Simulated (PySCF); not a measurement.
# Spinor energies of Cu¹⁸⁺ (copper, charge +18)

Start: [Ne] 3s1; 3s1/2 filled at m_j = +1/2. Calculated with PySCF 2.14 in an even-tempered Gaussian basis (19 s from 1.9 bohr⁻², ratio 2.4; 13 p from 2.4 bohr⁻², ratio 2.4; 5 d from 8.2 bohr⁻², ratio 2.6; 4 f from 12 bohr⁻², ratio 2.6): generalised Hartree-Fock with the X2C-1e Hamiltonian and a Gaussian nucleus; one run each with spin-orbit coupling (SO) switched off, then screened by Boettger's factors.

```tsv
spinor shell	electrons	ε, spin-free (eV)	ε, screened SO (eV)	weight of nominal j (screened SO)	rms radius, screened SO (bohr)
1s1/2	2	-9750.1	-9750.0	1.000	0.0601
2s1/2	2	-1800.6	-1800.6	1.000	0.250
2p1/2	2	-1645.6	-1660.2	0.998	0.221
2p3/2	4	-1645.6	-1638.5	0.999	0.224
3s1/2	1	-670.02	-670.02	1.000	0.625
```

```tsv
quantity	spin-free	screened SO
E (hartree)	-1481.56912	-1481.60721
M_J	1/2	1/2
⟨J²⟩	0.750	0.750
⟨L²⟩	0.000	0.001
⟨S²⟩	0.750	0.751
```

Each row is a mean over spinors that exchange with the open shell spreads, by up to 4.418 eV (2s1/2).

Without spin-orbit coupling the j labels of p, d and f shells carry no meaning; the spin-free column gives the mean over the occupied spinors of each nl shell.
